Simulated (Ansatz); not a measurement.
Geometry optimisation, RKS PBE-D4/def2-SVP in Ansatz.

The input (input.yaml):

```yaml
crystal:
  periodic: [false, false, false]
  atoms:
    - { symbol: O, position_ang: [0.5303, -1.691, -2.5851] }
    - { symbol: Al, position_ang: [-0.1174, -0.3467, -1.4519] }
    - { symbol: S, position_ang: [0.064, 1.8442, -2.0224] }
    - { symbol: C, position_ang: [-0.8396, -0.8408, 0.3136] }
    - { symbol: O, position_ang: [-1.3654, 0.2765, 0.9991] }
    - { symbol: Al, position_ang: [-0.0665, 0.9884, 2.1559] }
    - { symbol: H, position_ang: [-0.92009, -0.77953, -2.69284] }
    - { symbol: H, position_ang: [1.4005, 1.9408, -1.4043] }
    - { symbol: H, position_ang: [-1.7891, -1.4678, 0.1228] }
    - { symbol: H, position_ang: [-0.2101, -1.4849, 0.9288] }
    - { symbol: H, position_ang: [0.0282, 0.4448, 3.6814] }
    - { symbol: H, position_ang: [0.9882, 2.0677, 1.6299] }
basis:
  gaussian: { orbitals: def2-SVP }
hamiltonian:
  xc: pbe
  dispersion: d4
relax:
  f_tol: 0.02
  max_steps: 50
output:
  orbitals: {}
```

Launched with:

```bash
$ ansatz run input.yaml --threads 2 --pin off --max-ram 3072MiB --backend cpu --events-out ev --progress --plain --runs-dir out
```

Task: Where does it end, and by what steps?

Result: The run converged. After 42 steps the energy has fallen by 6.042 eV; H11 moved furthest, 3.28 Å. Parted: Al2–H7. Joined: O1–H7, Al2–O5, Al2–Al6, S3–Al6.

| step | energy less start (eV) | largest force component (eV/Å) | accepted |
| --- | --- | --- | --- |
| 0 | 0.0000 | 2.902 | yes |
| 2 | -3.4777 | 3.806 | yes |
| 4 | -4.0229 | 2.365 | yes |
| 6 | -4.4320 | 0.608 | yes |
| 8 | -4.7245 | 0.493 | yes |
| 10 | -4.9668 | 0.884 | yes |
| 12 | -5.1244 | 0.724 | yes |
| 14 | -5.2364 | 0.212 | yes |
| 16 | -5.2605 | 0.548 | yes |
| 18 | -5.2758 | 0.071 | yes |
| 20 | -5.2852 | 0.125 | yes |
| 22 | -5.2943 | 0.209 | yes |
| 24 | -5.3070 | 0.387 | yes |
| 26 | -5.3835 | 0.769 | yes |
| 28 | -5.5369 | 0.981 | yes |
| 30 | -5.6119 | 0.467 | yes |
| 32 | -5.6785 | 0.367 | yes |
| 34 | -5.8213 | 1.196 | yes |
| 36 | -5.9446 | 0.707 | yes |
| 38 | -6.0164 | 0.246 | yes |
| 40 | -6.0366 | 0.186 | yes |
| 42 | -6.0419 | 0.018 | yes |

```xyz
12
Properties=species:S:1:pos:R:3
O -1.391 -0.594 -2.489
Al -0.407 -0.348 -1.112
S 0.736 1.688 -0.890
C -0.011 -1.467 0.398
O -0.968 -0.326 0.715
Al -0.285 1.259 1.353
H -1.749 0.101 -3.061
H 1.935 1.086 -0.645
H -0.544 -2.423 0.559
H 0.898 -1.415 1.031
H -1.447 2.346 1.452
H 0.934 1.045 2.365
```

Time of the run: 86 s on 2 threads of AMD EPYC 9R14 (Zen 4), with other jobs on the host, peak memory 0.19 GiB.
